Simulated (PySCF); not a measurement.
**Al: excitation energy**

Al [Ne] 3s2 3p1 (2P) → Al [Ne] 3s2 3d1 (2D), as a difference of total energies. Calculation: PySCF 2.14, in aug-cc-pwCVDZ; the non-relativistic Hamiltonian (point nucleus). Correlated levels: valence: [Ne] frozen. The calculations carry no spin-orbit coupling.

| method | excitation energy (eV) |
| --- | --- |
| UHF | 4.948 |
| MP2 (valence) | 4.950 |
| SCS-MP2 (valence) | 4.928 |
| CCSD (valence) | 4.489 |
| CCSD(T) (valence) | 4.310 |
| CCSDT (valence) | 4.261 |

**Question.** How much does correlation contribute at CCSD(T) (valence)?

**Answer.** 4.310 − (4.948) = -0.638 eV, measured against UHF.

Errors of the correlated levels include the incompleteness of this basis and the frozen core.

The promoted electron is Rydberg-like, and one or two diffuse shells describe it only roughly, which tends to raise the upper state.

The coupled-cluster amplitudes are large for the upper state (T1 above 0.03 or a double amplitude above 0.15), so a single reference is strained.

For comparison: 4.012 eV (measured; NIST levels, between the centres of gravity of the two terms).
